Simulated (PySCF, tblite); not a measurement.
Isomers of C3H13O2PSi3, one GFN2-xTB conformer each. Single-point energies are computed at PBE0/pcSseg-1 (PySCF, gas phase, no added dispersion term), electronic only.

```tsv
SMILES	GFN2-xTB relative energy (kcal/mol)
CC(=O)[Si@@H](O[SiH3])[Si@H](C)P	0.0
C[C@@H](C=O)O[SiH2]P([SiH3])[SiH3]	11.6
```

Conformers: `[CH3:1][C:2](=[O:3])[Si@@H:4]([O:5][SiH3:6])[Si@H:7]([CH3:8])[PH2:9]` with C1–C2–Si4–O5 -3°, C2–Si4–O5–Si6 167°, C2–Si4–Si7–C8 -164°, Si4–Si7–P9–H 51° and -42°; `[CH3:1][C@@H:2]([CH:3]=[O:4])[O:5][SiH2:6][P:7]([SiH3:8])[SiH3:9]` with C1–C2–C3–O4 116°, C1–C2–O5–Si6 -109°, C2–O5–Si6–P7 175°, O5–Si6–P7–Si8 -65°.

Task: What does PBE0/pcSseg-1 give for the same structures?

Result: 
```csv
SMILES,PBE0/pcSseg-1 E (Eh),PBE0/pcSseg-1 (kcal/mol),GFN2-xTB (kcal/mol),point group
CC(=O)[Si@@H](O[SiH3])[Si@H](C)P,-1481.61710,0.0,0.0,C1
C[C@@H](C=O)O[SiH2]P([SiH3])[SiH3],-1481.57121,28.8,11.6,C1
```

Both levels put the same isomer lowest. As drawn, the lower has an Si–Si bond and an Si–C bond, which the higher lacks.

Task: Which frontier levels, dipoles and rotational constants go with these structures?

Result: 
```json
{"SMILES": "CC(=O)[Si@@H](O[SiH3])[Si@H](C)P", "HOMO (eV, PBE0/pcSseg-1)": "-6.60", "LUMO (eV)": "-1.08", "dipole (D)": "3.65", "A, B, C (MHz)": "897.1, 584.2, 378.2"}
{"SMILES": "C[C@@H](C=O)O[SiH2]P([SiH3])[SiH3]", "HOMO (eV, PBE0/pcSseg-1)": "-6.75", "LUMO (eV)": "-1.48", "dipole (D)": "4.35", "A, B, C (MHz)": "1393, 489.9, 393.3"}
```

Task: What happens when harmonic zero-point energies from GFN2-xTB frequencies are added?

Result: 
| SMILES | ZPE (kcal/mol) | electronic (kcal/mol) | with ZPE (kcal/mol) |
| --- | --- | --- | --- |
| CC(=O)[Si@@H](O[SiH3])[Si@H](C)P | 91.1 | 0.0 | 0.0 |
| C[C@@H](C=O)O[SiH2]P([SiH3])[SiH3] | 90.7 | 28.8 | 28.4 |

The zero-point energies span 0.4 kcal/mol. The order is unchanged.
